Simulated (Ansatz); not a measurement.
Program: Ansatz 0.2.0.

A structure relaxed at PBE0-D4/def2-TZVP, charge 0, multiplicity 1:

```xyz
5

S     1.663    0.654    0.864
V     0.008    0.003    0.004
Cl   -1.597    1.263    0.590
Cl    0.271    0.070   -2.101
Cl   -0.345   -1.990    0.643
```

Problem. Give its formula and SMILES.

Solution. Cl3SV, `[S]=[V]([Cl])([Cl])[Cl]`.

Problem. Point group (tolerance 0.08 Å, 0.16 Å for H)?

Solution. C3v.

Problem. Summarise the bond lengths by kind.

Solution. 1 × S–V 1.976 Å; 3 × Cl–V 2.123 Å.
